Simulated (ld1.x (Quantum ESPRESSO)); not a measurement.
Varying the TM potential for silver

Base potential:

```json
{
 "Element": "Ag (Z = 47)",
 "Generator": "ld1.x (Quantum ESPRESSO) 7.5",
 "Type": "norm-conserving Troullier–Martins (Kleinman–Bylander form)",
 "Functional": "PBE",
 "Relativity": "scalar-relativistic",
 "Frozen core": "[Kr]",
 "Valence charge": "11",
 "Reference configuration": "4d9.5 5s0 5p0 (charge +1.5)",
 "Partial waves": "5s (bound, empty): rc 1.90 bohr; 5p (bound, empty): rc 2.20 bohr; 4d (bound): rc 1.55 bohr",
 "Local potential": "all-electron potential smoothed inside 1.75 bohr (lloc = -1)",
 "Core correction": "none"
}
```

All-electron outer shells of the reference configuration (PBE, scalar-relativistic, ld1.x):

| shell | level (eV) | outermost node (bohr) | outermost maximum (bohr) |
| --- | --- | --- | --- |
| 4p | -73.66 | 0.44 | 0.87 |
| 4d | -22.04 | 0.43 | 1.03 |
| 5s | -15.88 | 1.10 | 2.28 |
| 5p | -10.13 | 1.23 | 2.86 |

Cutoffs, loose and tight: the cutoffs (Ry, on a coarse ladder) from which the occupation-weighted sum of valence levels, in a spherical-Bessel basis at the reference potential, stays within 10 and 1 mRy of its value at 400 Ry. They do not see the model core or the augmentation charge, which bear on the density cutoff. Test errors are all-electron minus pseudo excitation energies from the reference, over the configurations 4d10 5s1 5p0; 4d10 5s0 5p0; 4d9 5s0 5p0; 4d9 5s1 5p0; 4d10 5s0 5p1; 4d9 5s2 5p0; 4d7 5s0 5p0. A dash means not determined; rows that change the core or the reference have their own tests.

A true bound ghost makes a file unfit for plane-wave use even where its test errors are small: the radial tests pick states by their node count and pass the ghost by.

| change | outcome | cutoff, loose | cutoff, tight | bound ghosts | largest test error (meV) |
| --- | --- | --- | --- | --- | --- |
| base | generated | 70 Ry | 110 Ry | s | -477 |
| core [Ar] 3d10, valence charge 19; reference 4s2 4p6 4d10 5s1 5p0; waves now 4p (bound): rc 1.15 bohr; 4d (bound): rc 1.75 bohr; 4s (bound): rc 1.40 bohr; local potential the s channel | generated, misses its reference levels by 1.00 eV | 120 Ry | 160 Ry | none | -2743 |
| fully relativistic | generated | 70 Ry | 100 Ry | s | -463 |
| local potential the s channel | generated | 70 Ry | 110 Ry | none | -1205 |
| local potential all-electron potential smoothed inside 1.24 bohr (lloc = -1) | generated | 70 Ry | 100 Ry | s, p | -398 |
| wave 4d (bound): rc 1.55 bohr becomes 4d (bound): rc 2.04 bohr | generated | 50 Ry | 90 Ry | s | -382 |
| core correction a·sin(br)/r model core inside 1.26 bohr | generated | 70 Ry | 110 Ry | s | -863 |

What comes out with this change to the base: wave 5p (bound): rc 2.20 bohr becomes 5p (bound): rc 1.36 bohr?

outcome: generated; cutoff, loose: 70 Ry; cutoff, tight: 110 Ry; bound ghosts: p, s; largest test error (meV): -477.

What comes out with this change to the base: all radii scaled by about 0.83 (s 1.58, p 1.82, d 1.28 bohr); local potential all-electron potential smoothed inside 1.46 bohr (lloc = -1)?

outcome: generated; cutoff, loose: 80 Ry; cutoff, tight: 100 Ry; bound ghosts: s, p; largest test error (meV): -421.
